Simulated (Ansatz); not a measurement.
Total energies of H₃O₂PSi (`OP1O[SiH2]1`).

```xyz
7

O     1.1045    1.4589   -0.5272
P    -0.1323    0.4994   -0.9046
O    -1.0396    0.4721    0.4053
Si   -0.4343   -1.1101    0.9641
H     1.2852    1.5404    0.4185
H     0.5632   -0.8862   -0.4438
H    -1.3467   -1.9745    0.0877
```

Charge 0, multiplicity 1. Geometry: relaxed with PBE0-D4/def2-TZVP. It is one conformer, not always the lowest. Basis def2-TZVPP, Ansatz 0.2.0.

RPA on PBE orbitals: Hartree–Fock energy of these orbitals -781.17499 Eh, correlation -1.19724 Eh (frozen core).

```csv
functional,energy without D4 (Eh),D4 term (kJ/mol)
PBE,-782.74227,-16.8
revPBE,-783.02806,-51.9
BLYP,-783.18074,-37.8
PBE0,-782.78930,-14.0
B3LYP,-783.24026,-27.6
r2SCANh,-783.06080,-4.0
r2SCAN0,-783.03944,-4.4
LC-ωPBE,-782.90586,–
ωB97X-V,-783.04356,–
PBE-QIDH,-782.59318,–
```

(1) Give the same for LDA (SPW92), r2SCAN, B97M-V, HSE06 (plane-wave form), BHLYP, CAM-B3LYP, ωB97M-V, B2PLYP. (Best estimate.)

B3LYP takes the VWN-RPA correlation (the form of Gaussian; ORCA's B3LYP/G). HSE06 is the plane-wave form, built on full-range PBE exchange. The double hybrids freeze the cores in their second-order part.

## Answers

(1) Ansatz gave: 
```csv
functional,energy without D4 (Eh),D4 term (kJ/mol)
LDA (SPW92),-779.71652,–
r2SCAN,-783.07591,-3.7
B97M-V,-782.99575,–
HSE06 (plane-wave form),-782.76975,-13.1
BHLYP,-783.12006,-21.9
CAM-B3LYP,-783.16645,-14.2
ωB97M-V,-783.12262,–
B2PLYP,-782.86196,–
```

LC-ωPBE has ω = 0.4 bohr⁻¹.
